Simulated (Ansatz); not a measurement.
One change: `[CH3][Mg-]1[O]C(C(F)(F)F)=CC(C(F)(F)F)=[O+]1` becomes `FC(F)(F)C1=CC(C(F)(F)F)=[O+][Al-]([F])([Cl])[O]1`.

Ansatz, PBE0-D4/def2-TZVP geometries, multiplicity 1. 

```
                                          property  `[CH3][Mg-]1[O]C(C(F)(F)F)=CC(C(F)(F)F)=[O+]1`
size of the dipole moment (ωB97M-V/def2-TZVPP) / D                                            1.07
                HOMO energy (PBE0/def2-TZVPP) / eV                                           -7.11
              HOMO–LUMO gap (PBE0/def2-TZVPP) / eV                                            4.04
               LUMO energy (B3LYP/def2-TZVPP) / eV                                           -3.28
  size of the dipole moment (B3LYP/def2-TZVPP) / D                                            1.00
             LUMO energy (ωB97M-V/def2-TZVPP) / eV                                           -0.96
```

What does the change do to each property? (An estimate is asked.)

Ansatz gave: 
| property | `FC(F)(F)C1=CC(C(F)(F)F)=[O+][Al-]([F])([Cl])[O]1` | shift |
| --- | --- | --- |
| size of the dipole moment (ωB97M-V/def2-TZVPP) / D | 3.67 | 2.60 |
| HOMO energy (PBE0/def2-TZVPP) / eV | -9.00 | -1.89 |
| HOMO–LUMO gap (PBE0/def2-TZVPP) / eV | 5.14 | 1.10 |
| LUMO energy (B3LYP/def2-TZVPP) / eV | -4.06 | -0.78 |
| size of the dipole moment (B3LYP/def2-TZVPP) / D | 3.65 | 2.65 |
| LUMO energy (ωB97M-V/def2-TZVPP) / eV | -1.72 | -0.76 |

With PBE0 the HOMO falls by 1.89 eV and the LUMO falls by 0.79 eV, so the gap widens by about 1.10 eV. PBE moves the HOMO by -1.78 eV and ωB97M-V by -1.75 eV. Dipoles are sizes alone; their direction can turn.

B3LYP here is the variant with VWN-RPA as its local correlation; programs differ in this.
